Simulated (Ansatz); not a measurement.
Program: Ansatz. Geometries: PBE0-D4/def2-TZVP. ΔE: electronic, gas phase. CCSD(T)/CBS adds triple-zeta CCSD(T) − MP2 to the extrapolated MP2 energy (def2 sets, frozen cores). This one scheme is used for every species. Functionals use def2-TZVPP. For Ge outer-core shells are correlated without core-valence functions, which leaves a few kJ/mol of doubt a bond. Scalar relativity is left out up to krypton. One conformer a species, not always the lowest.

Consider the hydrogenolysis of a Ge–C bond: `C[CH](C)[Ge][Cl]` + H₂ → `[Cl][GeH]` + `CCC`.

CCSD(T)/CBS gives -18.5 kJ/mol.

(1) Another level gave -27.3 kJ/mol. Which?
A. r2SCAN/def2-TZVPP
B. BLYP/def2-TZVPP
C. HF/def2-TZVPP
D. SCS-MP2/def2-TZVPP

(2) What do rigid-rotor, harmonic-oscillator terms from PBE0-D4/def2-TZVP frequencies (298.15 K, 1 bar) make of the CCSD(T)/CBS value? (Estimate.)

Largest T1 diagnostic among the species: 0.013.

Answers

(1) A. r2SCAN -27.3, HF/def2-TZVPP -67.4, BLYP -45.1, SCS-MP2/def2-TZVPP -22.7 kJ/mol.

(2) Computed: ΔZPE = +16.9 kJ/mol, ΔH = -7.5 kJ/mol, ΔS = 26 J/(mol·K), ΔG = -15.2 kJ/mol. Modes under 50 cm⁻¹ make the entropy rough.

Leaving LDA and LC-ωPBE aside and taking each functional with its dispersion term where it has one, the values, not all of them listed here, spread over 25.0 kJ/mol, from B97M-V to revPBE-D4. LDA lies +13.0 kJ/mol from PBE without D4. In def2-TZVPP, CCSD(T) changes the Hartree–Fock value by +44.3 kJ/mol (the triples alone add +8.3 kJ/mol) and MP2 by +56.7 kJ/mol.

CCSD(T)/CBS has its own doubt, a few kJ/mol and more with outer-core shells, so smaller differences from it don't rank the levels.
